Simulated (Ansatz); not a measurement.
Ideal-gas functions of CH4SZn (`S[CH2][ZnH]`) at 400 K and 1 bar, from an Ansatz frequency run at PBE0-D4/def2-TZVP.

Molar mass 113.5 g/mol, point group C1 (symmetry number 1), electronic degeneracy 1, moments of inertia 22.432, 216.458, 233.771 u Å². Harmonic wavenumbers (cm⁻¹, unscaled): 104, 187, 419, 457, 558, 631, 728, 892, 1099, 1135, 1422, 1913, 2696, 3073, 3129.

Use S(trans) = R[1.5 ln M + 2.5 ln T − 1.1517]; rotational temperatures θ = 24.2544 K / I; S(rot) = R[ln(√π/σ · √(T³/θAθBθC)) + 1.5]; for each mode x = 1.438777 ν̃/T, S = R[x/(eˣ − 1) − ln(1 − e⁻ˣ)] and H = RT x/(eˣ − 1); 1 cm⁻¹ = 0.0119627 kJ/mol; R = 8.31446 J/(mol·K).

Task: By hand: the entropy, in J/(mol·K).

Result: Translation 174.0. Rotation: θ = 1.0812, 0.1121, 0.1038 K, giving 110.1. Vibration, mode by mode: 16.54, 11.77, 5.65, 5.06, 3.79, 3.08, 2.34, 1.47, 0.80, 0.72, 0.31, 0.07, 0.01, 0.00, 0.00, in all 51.6. Electronic 0.0. Sum 335.7 J/(mol·K).

Task: By hand: H − E and G − E in kJ/mol, counted from the electronic energy.

Result: Zero-point energy ½ × 18443 × 0.0119627 = 110.3; thermal vibration 11.5; translation, rotation and pV give 4 RT = 13.3. H − E = 135.1 kJ/mol, and G − E = 135.1 − 400 × 335.7/1000 = 0.8 kJ/mol.

Vibration gives 15 % of the entropy, 16.5 J/(mol·K) of it from the mode under 150 cm⁻¹: soft modes count most, and the harmonic formula is weakest for them. The sum counts one conformer and one mirror image; others add a mixing term.
